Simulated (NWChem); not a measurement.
Species: MoSOClF; SMILES [F][Mo](=[O])(=[S])[Cl]

Computed with NWChem. Structure relaxed at the PBE0/def2-SVP level. def2 effective core potentials on Mo; no spin-orbit coupling. Hybrids' shares of exact exchange are those that their runs print; pure functionals count as 0. The functionals differ in more than this share.

| row | share of exact exchange | orbital gap (eV) |
|---|---|---|
| PBE/def2-SVP | 0.00 | 2.76 |
| LDA (Slater exchange, VWN5)/def2-SVP | 0.00 | 2.74 |
| TPSSh/def2-SVP | 0.10 | 3.62 |
| B3LYP/def2-SVP | 0.20 | 4.23 |
| B3PW91/def2-SVP | 0.20 | 4.26 |
| B97-2/def2-SVP | 0.21 | 4.34 |
| PBE0/def2-SVP | 0.25 | 4.66 |
| PW6B95/def2-SVP | 0.28 | withheld |

Problem. Fit a straight line of the last column on the one before it, predict the withheld value, and compare with the run.

Solution. 
1. Means of the 7 shown rows: x = 0.137, y = 3.801. Slope Σ(x − x̄)(y − ȳ)/Σ(x − x̄)² = 0.4870/0.06494 = 7.499; intercept 2.773.
2. The shown rows scatter about the line by 0.043 (root mean square); the largest residual is +0.10, at TPSSh/def2-SVP.
3. At x = 0.28 (PW6B95/def2-SVP; beyond the shown range) the line gives 4.87.
4. The run gives 4.80, -0.07 from the line, 1.6 times the scatter.
